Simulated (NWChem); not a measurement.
System: WH$_{3}$F$_{3}$; SMILES [F][WH3]([F])[F]

Program: NWChem. Structure relaxed at the PBE-D3(BJ)/def2-SVP level. def2 effective core potentials on W; no spin-orbit coupling. B3LYP is NWChem's, with the RPA form of VWN correlation. Field at 589 nm.

For level B3LYP/def2-SVP:

isotropic polarisability (bohr³): 41.9
anisotropy (bohr³): 2.9

Question: Estimate the same quantities for level B3LYP/def2-SVPD.

Answer: 
- isotropic polarisability (bohr³): 49.0
- anisotropy (bohr³): 5.4
